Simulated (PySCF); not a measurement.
# Bond lengths and vibrations by method: BClH3NSi

Calculated results; nothing here was measured. They come from PySCF 2.14.0, an open-source quantum chemistry program, on an isolated molecule that a program drew, which may never have been made. The molecule is BClH3NSi (charge 0, singlet), drawn as the SMILES string `[SiH2]=NBCl`.

The geometry was optimised and harmonic frequencies were computed with HF and MP2, all in the cc-pV(D+d)Z basis, for the commonest isotopes, with a restricted reference for singlets and an unrestricted one otherwise, and a frozen core in MP2. Each result is a local minimum of its method.

Geometry at the HF minimum:
```xyz
7
BClH3NSi, angstrom
Si   -0.6453   -0.4620   -0.6554
N    -0.4088    0.7118    0.3347
B    -0.1889    1.7491    1.2105
Cl    1.4816    2.1699    1.7393
H    -0.6702   -0.2994   -2.1147
H    -0.8809   -1.8474   -0.2290
H    -1.0630    2.4238    1.6685
```

Lengths of the bonds as drawn, in Å (atoms numbered as above):
```
bond,HF,MP2
Si1-N2,1.554,1.591
N2-B3,1.375,1.391
B3-Cl4,1.802,1.782
Si1-H5,1.469,1.474
Si1-H6,1.469,1.474
B3-H7,1.195,1.204
```

Rotational constants, in GHz:
```
constant,HF,MP2
A,23.97,24.07
B,1.685,1.657
C,1.605,1.58
```

Harmonic frequencies in cm^-1, each column in rising order, so a row needn't be the same motion in every method:
| rank | HF | MP2 |
|---|---|---|
| 1 | 111 | 89 |
| 2 | 123 | 112 |
| 3 | 276 | 306 |
| 4 | 404 | 382 |
| 5 | 733 | 628 |
| 6 | 752 | 697 |
| 7 | 768 | 753 |
| 8 | 903 | 846 |
| 9 | 927 | 877 |
| 10 | 1085 | ? |
| 11 | 1187 | 1120 |
| 12 | 1665 | 1564 |
| 13 | 2383 | 2323 |
| 14 | 2385 | 2339 |
| 15 | 2742 | 2682 |

**Estimate the missing MP2 frequency from the HF column.**

A single factor s that minimises the squared misfit of MP2 against s times HF over the other rows is sum(HF x MP2) / sum(HF^2) = 0.9664, with an rms misfit of 34 cm^-1. For rank 10 it gives 0.9664 x 1085 = 1049 cm^-1. The calculation gives 1024 cm^-1, 25 cm^-1 below the estimate. The drawn bonds are on average 0.6 % longer in MP2 than in HF.
